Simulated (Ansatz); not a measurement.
`N=C(O)[CH2][SnH3]` + `CCBO` → `CC[BH][SnH3]` + `N=C(O)CO`  (formal exchange of groups at the Sn–C bond)

Computed with Ansatz on PBE0-D4/def2-TZVP structures; ΔE is electronic, products minus reactants. CCSD(T)/CBS is the MP2 limit (def2-TZVPP, def2-QZVPP) plus CCSD(T) − MP2 in def2-TZVPP, frozen cores. Functionals use def2-TZVPP. Elements past krypton have def2 core potentials. For Sn outer-core shells are correlated without core-valence functions, which leaves a few kJ/mol of doubt a bond. Each species was taken in one conformer, which may not be the lowest.

`N=C(O)[CH2][SnH3]`:

```xyz
12

N    -2.031   -0.843   -0.483
C    -1.209    0.036   -0.093
O    -1.437    0.672    1.076
C     0.056    0.488   -0.719
Sn    1.765   -0.149    0.453
H    -1.753   -1.243   -1.373
H    -2.266    0.308    1.418
H     0.099    1.579   -0.748
H     0.155    0.096   -1.730
H     1.996    0.909    1.766
H     3.137   -0.113   -0.565
H     1.487   -1.740    0.998
```

`CCBO`:

Cartesian coordinates in Å:
```
C -1.107 0.493 0.791
C -0.024 -0.455 0.278
B 1.032 0.222 -0.664
O 1.551 -0.379 -1.762
H -1.727 0.868 -0.027
H -1.771 0.003 1.507
H -0.664 1.361 1.285
H -0.479 -1.339 -0.189
H 0.545 -0.841 1.138
H 1.460 1.322 -0.436
H 1.184 -1.254 -1.921
```

`CC[BH][SnH3]`:

Cartesian coordinates in Å:
```
C -1.838 1.189 -0.510
C -0.494 0.792 0.088
B 0.225 -0.455 -0.478
Sn 1.891 -1.492 0.631
H -2.613 0.469 -0.236
H -2.166 2.171 -0.162
H -1.791 1.215 -1.601
H -0.509 0.825 1.182
H 0.271 1.556 -0.173
H -0.051 -0.854 -1.576
H 1.445 -3.095 1.036
H 2.306 -0.709 2.098
H 3.324 -1.611 -0.298
```

`N=C(O)CO`:

Z-matrix (Å, degrees):
```
C
O 1 1.402
C 1 1.506 2 113.4
H 1 1.091 2 107.5 3 120.8
H 1 1.101 2 111.5 3 -121.4
H 2 0.962 1 107.7 3 46.7
O 3 1.346 1 110.7 2 -41.6
N 3 1.260 1 129.1 2 140.8
H 7 0.967 3 106.7 1 -179.6
H 8 1.015 3 111.5 1 -3.8
```

```json
{"level": "r2SCAN", "ΔE (kJ/mol)": "228.7"}
{"level": "MP2/CBS(def2)", "ΔE (kJ/mol)": "242.6"}
```

(1) What does CCSD(T)/CBS give? (Estimate.)

Largest T1 diagnostic among the species: 0.013.

Results:

(1) Computed: +231.5 kJ/mol. The listed levels differ from it by -2.8, 11.1 kJ/mol.

In def2-TZVPP, CCSD(T) changes the Hartree–Fock value by +6.4 kJ/mol (the triples alone add +1.7 kJ/mol) and MP2 by +17.6 kJ/mol.
